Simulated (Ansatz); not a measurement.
Ansatz (an electronic-structure program) input:

Ansatz 0.2 input:
```yaml
crystal:
  periodic: [false, false, false]
  atoms:
    - {symbol: C, position_ang: [3.80702351, -0.02839227, 0.10891622]}
    - {symbol: C, position_ang: [2.45837316, -0.73759449, 0.02791566]}
    - {symbol: C, position_ang: [1.27374225, 0.22492624, 0.05341613]}
    - {symbol: C, position_ang: [-0.08044345, -0.47451828, -0.02741992]}
    - {symbol: C, position_ang: [-1.26262475, 0.49111252, 0.00368791]}
    - {symbol: C, position_ang: [-2.60624614, -0.21670731, -0.08722804]}
    - {symbol: O, position_ang: [-3.71536734, 0.67246339, 0.00002158]}
    - {symbol: H, position_ang: [3.93929423, 0.66077335, -0.72873470]}
    - {symbol: H, position_ang: [3.88994093, 0.55346456, 1.03010034]}
    - {symbol: H, position_ang: [4.63513890, -0.73914894, 0.08875385]}
    - {symbol: H, position_ang: [2.41417030, -1.33797575, -0.88669226]}
    - {symbol: H, position_ang: [2.36515229, -1.44398977, 0.85924832]}
    - {symbol: H, position_ang: [1.36588700, 0.93279379, -0.77808386]}
    - {symbol: H, position_ang: [1.31626238, 0.82595316, 0.96854422]}
    - {symbol: H, position_ang: [-0.17033490, -1.18262870, 0.80369389]}
    - {symbol: H, position_ang: [-0.12209875, -1.07453983, -0.94326844]}
    - {symbol: H, position_ang: [-1.24037549, 1.08333189, 0.92307309]}
    - {symbol: H, position_ang: [-1.17434974, 1.20044773, -0.82847964]}
    - {symbol: H, position_ang: [-2.72407719, -0.90881372, 0.74868731]}
    - {symbol: H, position_ang: [-2.65646370, -0.80925102, -1.01054233]}
    - {symbol: H, position_ang: [-3.65415528, 1.30691783, -0.72220008]}
basis:
  gaussian:
    orbitals: aug-cc-pVDZ
magnetization: {spin_polarized: true, initial_magnetization: 2}
correlation: {method: ccsd_t, electrons: outside_noble_gas}
```

**Question.** Which total energy does the run end on?

**Answer.** -311.24648 Eh (CCSD(T)/aug-cc-pVDZ). The basis has 287 functions.

This state (charge 0, triplet) is run at the relaxed geometry of the species with charge 0 and multiplicity 1, and is a spin state other than that species' own.
